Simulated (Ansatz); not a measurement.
Basis sets compared for Sr2S2⁻ (the lowest doublet isomer of a short search). Charge -1, multiplicity 2. Geometry PBE0-D4/def2-TZVPD. Ansatz on 4 threads of Arm Neoverse V1 on a shared host; times are rough, and most runs start from earlier orbitals.

```tsv
atom	x (Å)	y (Å)	z (Å)
Sr1	0.8282	-1.1316	1.1664
Sr2	-0.8283	1.1315	-1.1664
S3	1.2818	-0.5387	-1.4328
S4	-1.2818	0.5388	1.4328
```

In the def2 sets Sr takes a core potential; there is no spin–orbit coupling. At PBE-D4/def2-SVPD, PBE-D4/def2-TZVPD, PBE0-D4/def2-SVPD, PBE0-D4/def2-TZVPD the highest occupied level of the charge -1 doublet lies above zero (up to 0.49 eV). By energy differences its removal costs 0.81 eV (vertical, to the charge 0 singlet, at PBE-D4/def2-TZVPD); a positive level beside a positive removal energy at the same level points to self-interaction error. At PBE-D4/def2-SVPD the gap within one spin of the charge -1 doublet nearly closes, so an electron or hole may be smeared out by delocalisation error. The structure comes from a short search, and lower isomers may exist.

```csv
level,functions,energy (Eh),HOMO (eV),LUMO (eV),wall time
PBE-D4/def2-SVPD,106,-857.4339,0.46,0.60,5.5 s
PBE0-D4/def2-SVPD,106,-857.4831,0.17,0.79,5.5 s
```

(1) Estimate the rows for PBE-D4/def2-TZVPD, PBE0-D4/def2-TZVPD.

Answers

(1) 
```json
{"level": "PBE-D4/def2-TZVPD", "functions": "158", "energy (Eh)": "-857.7157", "HOMO (eV)": "0.49", "LUMO (eV)": "0.65", "wall time": "3.9 s"}
{"level": "PBE0-D4/def2-TZVPD", "functions": "158", "energy (Eh)": "-857.7603", "HOMO (eV)": "0.20", "LUMO (eV)": "0.86", "wall time": "6.5 s"}
```
